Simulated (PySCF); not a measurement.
**Structure elucidation problem**

The spectra below were simulated for a compound C3H6B2.

¹H NMR (500 MHz, computed): δ 7.64 (br, 2H), 6.73 (br, 1H), 4.77 (s, 1H), 3.56 (t, J = 6.4 Hz, 2H).

¹³C{¹H} NMR (computed): δ 135.5 (CH), 99.2 (C), 60.8 (CH2).

Calculated, not measured (PySCF 2.14): couplings computed with B3LYP/pcJ-1 (spin–dipole term only in couplings to heteroatoms), shielding tensors at CAM-B3LYP/pcSseg-2 (GIAO), structure optimised with PBE0-D3(BJ)/def2-SVP. One averaged value for each set of equivalent atoms, no solvent model, relativity neglected, single conformer.

Scale: ¹H and ¹³C against TMS (reference shieldings calculated alike).

Q: What is the structure?

A: 
- 3 carbon signals for 3 carbons: no two carbons are equivalent.
- Carbon types of the structure: 1 × C, 1 × CH, 1 × CH2, leaving 3 H on heteroatoms.
- δC 135.5: terminal alkyne carbon.
- δC 99.2: alkyne carbon; sp carbons lie upfield of alkene carbons because the cylindrical π system leaves one tensor component strongly shielded.
- δC 60.8: sp3 CH2 bonded to 2 B.
- δH 7.64: hydrogen on a boron bonded to C.
- δH 6.73: hydrogen on a boron bonded to 2 C.
- δH 4.77: hydrogen on a terminal alkyne carbon.
- δH 3.56: hydrogen on an sp3 CH2 bonded to 2 B.

The compound is SMILES BCBC#C.

The shifts were computed for this structure.

Hydrogens on boron are broadened and split by ¹¹B (spin 3/2, 80 %) and 10B (spin 3). A carbon bonded to boron is broadened by the quadrupolar boron nucleus and is often missing from a measured spectrum. Multiplet labels drop couplings under 1 Hz and merge nearly equal ones. Shifts are as computed, not scaled to solution data. Of 1211 compounds with measured shifts, 218 miss one by over three times the rms of a fit or turn the order of signals round; such compounds aren't used in these exercises. 3J across rotatable bonds or in flexible rings reflects this conformer alone.
